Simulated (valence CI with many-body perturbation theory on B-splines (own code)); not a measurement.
# E1 line list for Ti I

Calculated by relativistic CI+MBPT: four valence electrons over a frozen Dirac-Fock core [Ar], radial functions for each j: 7 s, 7 p, 8 d, 6 f, 4 g, 1 h, with the one-electron correlation potential Σ1 (screened to all orders), the two-electron term Σ2, the three-electron term Σ3, Breit, model QED; selected single and double excitations, second order for the rest, scaled by the run's own slope (own B-spline code, finite nucleus).

Against 74 measured levels this calculation errs by 268 cm⁻¹ on average and by 483 at most. These come from a selection out of the NIST Handbook of Basic Atomic Spectroscopic Data. Levels without a partner in it may be off by more, other configurations by 1,000 to 4,000 cm⁻¹. Among the levels kept, up to 820 cm⁻¹ of a level comes from second order outside the variational space, and about a tenth of that is noise between levels of different J, which matters for small intervals. 3 measured levels below the end of the list, from 27355 cm⁻¹ on, found no clear computed partner, and computed levels of the same name lie up to 117 cm⁻¹ from them.

Lines 351 to 400 of 529 in falling wavelength, among levels below 31432 cm⁻¹, chosen from the strongest by gf and those to the six lowest levels. Wavelengths and rates use the calculated energies, so an error of 300 cm⁻¹ moves a line at 500.2 nm by 1.5 % and its rate by three times that or more. Electric multipoles are in the length gauge, E1 and E2 with the static RPA response of the core. Weak lines are less certain than strong ones. Lines between different terms over intervals too small for the method are left out, as are lines whose strength nearly cancels and 12 of this kind that miss the measured wavelength by over 7 %. Where a level lies close to another of its J and parity, the split of strength between their lines is uncertain. The highest levels of a list are the least certain.

Names give the largest LS component (configuration and term), which can be under half, so a name can repeat, a term be missing and a line seem to break the LS rules; names also repeat where a configuration has a term twice. Letters in brackets count levels of one name in rising energy.

| λ vac (nm) | λ from measured levels | Upper | Lower | A (s⁻¹) | S (a.u.) with core polarisation | S without |
| --- | --- | --- | --- | --- | --- | --- |
| 500.2 | 494.3 | 3d2.4s.4p 3F°_3 [c] | 3d3.4s 5F_3 | 1.14e+04 | 4.93e-03 | 5.09e-03 |
| 499.8 | 493.9 | 3d2.4s.4p 3F°_2 [c] | 3d3.4s 5F_1 | 1.16e+05 | 3.56e-02 | 3.73e-02 |
| 498.7 | 492.8 | 3d2.4s.4p 3F°_3 [c] | 3d3.4s 5F_2 | 9.01e+04 | 3.86e-02 | 4.05e-02 |
| 497.1 | 491.0 | 3d2.4s.4p 3F°_4 [c] | 3d3.4s 5F_3 | 5.17e+04 | 2.82e-02 | 2.96e-02 |
| 489.3 | 478.3 | 3d3.4p 3G°_5 | 3d3.4s 5F_5 | 2.53e+05 | 1.61e-01 | 1.69e-01 |
| 489.2 | 478.5 | 3d3.4p 3G°_3 [a] | 3d3.4s 5F_2 | 5.77e+04 | 2.33e-02 | 2.43e-02 |
| 488.1 | 477.2 | 3d3.4p 3G°_4 | 3d3.4s 5F_3 | 1.32e+05 | 6.81e-02 | 7.11e-02 |
| 487.0 | 476.0 | 3d3.4p 3G°_5 | 3d3.4s 5F_4 | 1.70e+05 | 1.06e-01 | 1.11e-01 |
| 483.6 |  | 3d2.4s.4p 3D°_2 [b] | 3d3.4s 5F_3 | 9.98e+03 | 2.79e-03 | 2.96e-03 |
| 483.5 |  | 3d2.4s.4p 3D°_1 [b] | 3d3.4s 5F_2 | 4.11e+04 | 6.88e-03 | 7.23e-03 |
| 482.7 |  | 3d2.4s.4p 3D°_3 [b] | 3d3.4s 5F_3 | 3.57e+04 | 1.39e-02 | 1.44e-02 |
| 482.6 |  | 3d2.4s.4p 3D°_1 [b] | 3d3.4s 5F_1 | 1.59e+05 | 2.65e-02 | 2.76e-02 |
| 482.2 |  | 3d2.4s.4p 3D°_2 [b] | 3d3.4s 5F_2 | 8.04e+04 | 2.22e-02 | 2.31e-02 |
| 481.3 |  | 3d3.4p 3D°_1 [b] | 3d2.4s2 3P_2 | 3.23e+05 | 5.32e-02 | 5.65e-02 |
| 481.3 |  | 3d2.4s.4p 3D°_3 [b] | 3d3.4s 5F_2 | 1.28e+04 | 4.93e-03 | 5.14e-03 |
| 481.2 |  | 3d2.4s.4p 3D°_2 [b] | 3d3.4s 5F_1 | 2.99e+04 | 8.23e-03 | 8.57e-03 |
| 480.0 | 471.7 | 3d2.4s.4p 3G°_4 [a] | 3d2.4s2 3F_4 | 6.89e+04 | 3.39e-02 | 3.34e-02 |
| 479.4 |  | 3d2.4s.4p 5P°_2 | 3d3.4s 5F_3 | 8.22e+03 | 2.24e-03 | 2.35e-03 |
| 478.9 |  | 3d3.4p 3D°_2 [b] | 3d2.4s2 3P_2 | 2.77e+06 | 7.52e-01 | 7.98e-01 |
| 478.8 |  | 3d3.4p 3D°_1 [b] | 3d2.4s2 3P_1 | 4.75e+06 | 7.73e-01 | 8.20e-01 |
| 478.0 |  | 3d2.4s.4p 5P°_2 | 3d3.4s 5F_2 | 2.57e+04 | 6.93e-03 | 7.21e-03 |
| 477.8 | 469.5 | 3d2.4s.4p 3G°_3 [a] | 3d2.4s2 3F_3 | 9.07e+04 | 3.42e-02 | 3.37e-02 |
| 477.3 |  | 3d3.4p 3D°_1 [b] | 3d2.4s2 3P_0 | 6.28e+06 | 1.01e+00 | 1.07e+00 |
| 477.1 |  | 3d2.4s.4p 5P°_2 | 3d3.4s 5F_1 | 1.02e+04 | 2.74e-03 | 2.86e-03 |
| 476.6 | 468.3 | 3d2.4s.4p 3G°_5 [a] | 3d2.4s2 3F_4 | 2.63e+06 | 1.55e+00 | 1.56e+00 |
| 476.5 |  | 3d3.4p 3D°_2 [b] | 3d2.4s2 3P_1 | 8.25e+06 | 2.20e+00 | 2.34e+00 |
| 475.6 |  | 3d2.4s.4p 5P°_3 | 3d3.4s 5F_3 | 3.14e+04 | 1.17e-02 | 1.22e-02 |
| 475.6 |  | 3d3.4p 3D°_3 [b] | 3d2.4s2 3P_2 | 1.00e+07 | 3.72e+00 | 3.95e+00 |
| 475.2 | 466.9 | 3d2.4s.4p 3G°_4 [a] | 3d2.4s2 3F_3 | 2.44e+06 | 1.17e+00 | 1.18e+00 |
| 474.2 |  | 3d2.4s.4p 5P°_3 | 3d3.4s 5F_2 | 1.15e+04 | 4.25e-03 | 4.43e-03 |
| 473.9 | 465.8 | 3d2.4s.4p 3G°_3 [a] | 3d2.4s2 3F_2 | 2.28e+06 | 8.40e-01 | 8.45e-01 |
| 472.6 | 467.6 | 3d3.4p 5D°_3 | 3d2.4s2 3P_2 | 7.46e+05 | 2.72e-01 | 2.89e-01 |
| 471.8 | 467.0 | 3d3.4p 5D°_2 | 3d2.4s2 3P_1 | 2.04e+05 | 5.28e-02 | 5.60e-02 |
| 465.4 | 456.4 | 3d2.4s.4p 1D°_2 [a] | 3d2.4s2 3F_3 | 1.38e+05 | 3.43e-02 | 3.59e-02 |
| 462.5 |  | 3d3.4p 5F°_4 | 3d3.4s 5F_5 | 1.33e+07 | 5.86e+00 | 6.12e+00 |
| 462.1 |  | 3d3.4p 5F°_3 | 3d3.4s 5F_4 | 2.45e+07 | 8.34e+00 | 8.71e+00 |
| 461.8 |  | 3d3.4p 5F°_2 | 3d3.4s 5F_3 | 3.29e+07 | 7.99e+00 | 8.35e+00 |
| 461.7 | 452.9 | 3d2.4s.4p 1D°_2 [a] | 3d2.4s2 3F_2 | 1.73e+04 | 4.20e-03 | 4.37e-03 |
| 461.3 |  | 3d3.4p 5F°_1 | 3d3.4s 5F_2 | 3.67e+07 | 5.34e+00 | 5.58e+00 |
| 460.5 |  | 3d3.4p 5F°_2 | 3d3.4s 5F_2 | 5.56e+07 | 1.34e+01 | 1.40e+01 |
| 460.5 |  | 3d3.4p 5F°_1 | 3d3.4s 5F_1 | 7.40e+07 | 1.07e+01 | 1.12e+01 |
| 460.4 |  | 3d3.4p 5F°_3 | 3d3.4s 5F_3 | 6.25e+07 | 2.11e+01 | 2.20e+01 |
| 460.4 | 454.2 | 3d2.4s.4p 1F°_3 | 3d2.4s2 3F_4 | 1.86e+04 | 6.27e-03 | 6.53e-03 |
| 460.4 |  | 3d3.4p 5F°_4 | 3d3.4s 5F_4 | 7.85e+07 | 3.40e+01 | 3.56e+01 |
| 460.2 |  | 3d3.4p 5F°_5 | 3d3.4s 5F_5 | 1.00e+08 | 5.30e+01 | 5.53e+01 |
| 459.6 |  | 3d3.4p 5F°_2 | 3d3.4s 5F_1 | 2.24e+07 | 5.37e+00 | 5.61e+00 |
| 459.1 |  | 3d3.4p 5F°_3 | 3d3.4s 5F_2 | 2.41e+07 | 8.07e+00 | 8.43e+00 |
| 458.7 |  | 3d3.4p 5F°_4 | 3d3.4s 5F_3 | 1.96e+07 | 8.40e+00 | 8.78e+00 |
| 458.1 |  | 3d3.4p 5F°_5 | 3d3.4s 5F_4 | 1.13e+07 | 5.92e+00 | 6.19e+00 |
| 456.0 | 449.7 | 3d2.4s.4p 1F°_3 | 3d2.4s2 3F_3 | 7.33e+04 | 2.40e-02 | 2.50e-02 |
